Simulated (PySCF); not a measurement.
# Exercise with solution: oscillator strength and radiative lifetime

GeCl₂, SMILES [Ge]([Cl])[Cl] (connectivity only; charge and spin as stated), neutral, multiplicity 1.

Coordinates come from a PBE0-D3(BJ)/def2-TZVP optimisation. The isomer is the one that the SMILES or the coordinates give; other isomers of the formula were not compared.

TDA-PBE/def2-SVPD (PySCF 2.14.0) puts the first singlet state with f over 0.02 at 4.81 eV (vertical), with the transition dipole (0.000, -0.567, 0.000) in atomic units.

**Question.** Find the oscillator strength, the wavelength and the radiative lifetime that this transition would have in vacuum if emission retraced absorption.

**Answer.** 
|μ|² = 0.3215 au, so |μ| = 1.44 D. ΔE = 4.81/27.211 = 0.1768 hartree. f = (2/3) ΔE |μ|² = 0.038 (the program prints 0.038).
λ = 1239.84/4.81 = 258 nm; ν = 38795 cm⁻¹.
Einstein's coefficient A = 0.6670 ν² f s⁻¹ (ν in cm⁻¹) = 3.8e7 s⁻¹, so τ = 1/A = 26 ns. This state is S3; the lower singlets have f = 0.019, 0.000. The figure is the radiative limit of this one transition; relaxation, internal conversion, crossing to triplets and a medium change what is measured.
